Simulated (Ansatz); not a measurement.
System: SiCl2, charge 1, doublet. SiCl2+ (parent SMILES Cl[Si]Cl, doublet).
B3LYP-D3(BJ)/def2-TZVP minimum from Ansatz (a quantum-chemistry and plane-wave program):
```
Si
Cl 1 1.9766
Cl 1 1.9766 2 122.13
```
Charge +1, spin multiplicity 2.

Total energies in aug-cc-pV(D+d)Z, 17 correlated electrons, 15 frozen orbitals. Radicals and triplets start from unrestricted determinants; spin-orbit coupling is neglected. Cores are frozen in correlated methods. No relativity. The spin of Cl2Si+ (parent SMILES Cl[Si]Cl, doublet) was assumed, and the state is the lowest solution found for it.

| method | program | energy (Eh) | minus CCSDT(Q) (mEh) |
|---|---|---|---|
| HF | Ansatz | -1207.70112 | 402.79 |
| MP2 | Ansatz | -1208.05502 | 48.88 |
| CCSD | Ansatz | -1208.08658 | 17.33 |
| CCSD(T) | Ansatz | -1208.10130 | 2.60 |
| CCSDT(Q) | Ansatz | -1208.10390 | 0.00 |

Rough core times of Ansatz's runs on a shared machine: CCSD(T) 30 s, CCSDT(Q) 30 min.
